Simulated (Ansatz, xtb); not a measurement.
Molecule: LaO, net charge 0, doublet state. The spin state was set by rule; other spins were not relaxed. 
Geometry from a B3LYP-D3(BJ)/def2-TZVP (Ansatz, a first-principles code) optimisation:
```xyz
2

La     0.0000     0.0000    -0.2366
O      0.0000     0.0000     1.6855
```
Charge 0, spin multiplicity 2.

Harmonic wavenumbers from GFN2-xTB (xtb, at its own minimum), cm⁻¹: 401.

Give the harmonic wavenumbers at B3LYP-D3(BJ)/def2-TZVP (Ansatz, finite differences of forces, unscaled).

798 cm⁻¹. Zero-point energy 1.1 kcal/mol.

From these and the geometry, give the ideal-gas thermochemistry at 298.15 K and 1 atm (rigid rotor, harmonic oscillator).

Point group C∞v, rotational symmetry number 1. Rotational constants 9.536, 9.536 GHz. S(trans) 41.02, S(rot) 14.86, S(vib) 0.21, S(elec, spin only) 1.38, S 57.5 cal/(mol K). H(298) - H(0) 2.12 kcal/mol; G - E(el) -13.9 kcal/mol.
